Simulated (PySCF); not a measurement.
## How methods differ on the ionisation energy of Br

Br [Ar] 3d10 4s2 4p5 (2P) → Br⁺ [Ar] 3d10 4s2 4p4 (3P), as a difference of total energies. Computed with PySCF 2.14 in x2c-SVPall (5s4p3d, 32 functions), with scalar relativity by spin-free X2C-1e. Correlated levels: valence: [Ar] 3d10 frozen. The calculations carry no spin-orbit coupling.

| method | ionisation energy (eV) |
| --- | --- |
| UHF | 10.763 |
| r2SCAN | 11.881 |
| PBE | 11.740 |
| MP2 (valence) | 11.322 |
| SCS-MP2 (valence) | 11.304 |
| CCSD (valence) | 11.282 |
| CCSD(T) (valence) | 11.287 |

Question: How much does correlation contribute at CCSD(T) (valence)?

Answer: 11.287 − (10.763) = 0.524 eV, measured against UHF.

Errors of the correlated levels include the incompleteness of this basis and the frozen core.

For comparison: 11.844 eV (measured; NIST levels, between the centres of gravity of the two terms).
